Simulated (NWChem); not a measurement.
**Correlation energy of H3BN**

```xyz
5

B      0.6865    -0.1024     0.0000
N     -0.6301     0.0975     0.0000
H      1.4617     0.8401     0.0000
H      1.1440    -1.2344     0.0000
H     -1.6270     0.2236     0.0000
```
Charge 0, spin multiplicity 2.

Program: NWChem. The geometry was optimised at UB3LYP/def2-SVP, a minimum by its harmonic frequencies. It is one conformer; others weren't searched.

Basis set: cc-pVDZ. Each correlation energy counts from its own Hartree-Fock reference.

The correlated methods keep 2 core orbitals frozen. The structure started from a generated list of species. The unpaired electrons of the parent sit in orbitals of symmetry a' (Cs labels of the run); other states weren't searched. The stability of the SCF solutions was not checked. Open-shell Hartree-Fock references start from PBE0 orbitals. Coupled-cluster values serve here as a point of comparison, not as the truth.

**Question.** One of these methods gave a correlation energy of -226.0 mHa. Which?
(A) CCSD[T] on UHF
(B) SCS-UMP2
(C) CCSD on UHF
(D) UMP2

**Answer.** D, UMP2. The others give -228.2 (SCS-UMP2), -260.2 (CCSD on UHF), -268.1 (CCSD[T] on UHF).
